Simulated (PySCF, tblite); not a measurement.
Isomers of C5H13N2P, one GFN2-xTB conformer each. Single-point energies are computed at PBE0/pcSseg-1 (PySCF, gas phase, no added dispersion term), electronic only.

**Question.** Rank them by PBE0/pcSseg-1 energy, lowest first (kcal/mol).
A. `CN(C)C(=P)N(C)C`
B. `[CH3:1][N:2]([CH3:3])/[CH:4]=[P:5]\[N:6]([CH3:7])[CH3:8]` with C4–P5–N6–C7 -82°

**Answer.** A (0.0), B (2.1).

Neighbours under 2.5 kcal/mol apart (CN(C)C(=P)N(C)C and CN(C)/C=P\N(C)C) can change places with a better method, another conformer or zero-point energy. GFN2-xTB itself gives, in the same order: 0.0, 0.2. Both levels put the same isomer lowest.

**Question.** Which frontier levels, dipoles and rotational constants go with these structures?

**Answer.** 
| SMILES | HOMO (eV, PBE0/pcSseg-1) | LUMO (eV) | dipole (D) | A, B, C (MHz) |
| --- | --- | --- | --- | --- |
| CN(C)C(=P)N(C)C | -5.37 | -0.11 | 3.57 | 1974, 1610, 1009 |
| CN(C)/C=P\N(C)C | -5.11 | -0.26 | 2.94 | 3009, 1038, 896.4 |

**Question.** What happens when harmonic zero-point energies from GFN2-xTB frequencies are added?

**Answer.** 
| SMILES | ZPE (kcal/mol) | electronic (kcal/mol) | with ZPE (kcal/mol) |
| --- | --- | --- | --- |
| CN(C)C(=P)N(C)C | 110.8 | 0.0 | 0.0 |
| CN(C)/C=P\N(C)C | 111.6 | 2.1 | 2.8 |

The zero-point energies span 0.8 kcal/mol. The order is unchanged.

**Question.** As an exercise, what shares would exp(−E/RT) give at 298.15 K from these electronic energies alone (no entropy, no degeneracies)?

**Answer.** RT = 0.592 kcal/mol: CN(C)C(=P)N(C)C 97.0 %, CN(C)/C=P\N(C)C 3.0 %.
